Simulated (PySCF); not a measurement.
# What a mistake does to a calculation on BCGeH7Si

These are calculations, not measurements. They come from PySCF 2.14.0, an open-source quantum chemistry program, on an isolated molecule that a program drew, which may never have been made. The molecule is BCGeH7Si (charge 0, singlet), drawn as the SMILES string `[BH2][Ge][CH2][SiH3]`.

Each row is a Hartree-Fock (HF) and frozen-core CCSD(T) single point in the cc-pV(D+d)Z basis, meant for a local HF minimum. Run 1 is clean. Each other run has one planted mistake out of seven kinds, and not every kind appears here: one electron removed, one electron added, multiplicity raised by two, geometry at a saddle point, minimal basis STO-3G, one bond length entered in bohr, all coordinates scaled. The reference is restricted for singlets and unrestricted otherwise, and also for a bond in bohr. Adding or removing an electron swaps singlet and doublet. Electrons count all cores. HOMO and LUMO are orbital energies over both spins, the gradient is its largest component, and the lowest frequency (negative if imaginary) is given only where the gradient is small. Bond lengths are over the 10 bonds as drawn. T1 is the CCSD diagnostic: over 0.02 (restricted) or 0.045 (unrestricted) a single reference is doubtful. Germanium has the cc-pVDZ-PP basis, with a core potential (ECP10MDF) in place of its 10 inner electrons, and its 3s, 3p and 3d shells are frozen in CCSD(T).

Geometry of the clean run:
```xyz
11
BCGeH7Si, angstrom
B    -1.1994   -0.5489    1.6718
Ge    0.5948   -0.2838    0.6175
C     0.9414    1.6498    1.0869
Si   -0.2674    2.8951    0.3538
H    -2.2739   -0.4160    1.1468
H    -1.1961   -0.9408    2.8107
H     1.9543    1.8988    0.7591
H     0.9023    1.7686    2.1769
H    -1.5610    2.8234    1.0755
H    -0.5249    2.6048   -1.0798
H     0.2574    4.2786    0.4522
```

| run | electrons | basis functions | <S^2> | HOMO (eV) | LUMO (eV) | gradient (hartree/bohr) | lowest frequency (cm^-1) | mean bond (Å) | longest bond (Å) | T1 | HF (hartree) | CCSD(T) (hartree) | mistake |
|---|---|---|---|---|---|---|---|---|---|---|---|---|---|
| 1 | 64 | 109 | 0.000 | -8.18 | 0.78 | 9.2e-06 | 45 | 1.5051 | 2.098 | 0.0155 | -648.88182 | -649.37111 | no fault |
| 2 | 64 | 109 | 2.024 | -7.25 | 0.19 | 2.5e-02 | - | 1.5051 | 2.098 | 0.0167 | -648.85169 | -649.32175 | multiplicity raised by two |
| 3 | 65 | 109 | 0.773 | -0.86 | 6.39 | 2.3e-02 | - | 1.5051 | 2.098 | 0.0220 | -648.88247 | -649.38580 | one electron added |
| 4 | 64 | 109 | 0.950 | -8.57 | 0.66 | 2.0e-02 | - | 1.6122 | 2.276 | 0.0637 | -648.77241 | -649.25747 | ? |

**Which mistake was planted in run 4, and what did it cost?**

The mean bond changes by a factor of 1.071 and the longest by 1.085, so the molecule wasn't scaled as a whole. A length L in bohr read as angstrom grows by (1/0.5292 - 1) L = 0.890 L. The 10 bonds together grew by 10 x 0.1071 = 1.071 Å, which gives L = 1.204 Å. That is the length of one of the B-H bonds, 1.204 Å in the clean geometry. So the mistake is: one bond length entered in bohr. Subtracting run 1 and multiplying by 627.51 kcal/mol a hartree, the energy moved by 68.7 kcal/mol in HF and 71.3 kcal/mol in CCSD(T).

Cautions from the logs. Run 4: T1 is over the limit, so its CCSD(T) energy is less reliable.
